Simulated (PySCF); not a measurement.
A structure optimised at B3LYP-D3(BJ)/def2-TZVP, used in a PySCF frequency run:

```
Al
O 1 1.6893
H 2 0.9586 1 124.42
H 1 1.5599 2 118.84 3 180.00
I 1 2.4854 4 121.68 2 180.00
```
Charge 0, spin multiplicity 1.

Question: Write its SMILES, formula and point group.

Answer: [OH][AlH][I], AlH₂IO, Cs

Question: What are its rotational constants (standard atomic weights)?

Answer: 22.387, 1.7732, 1.6431 GHz
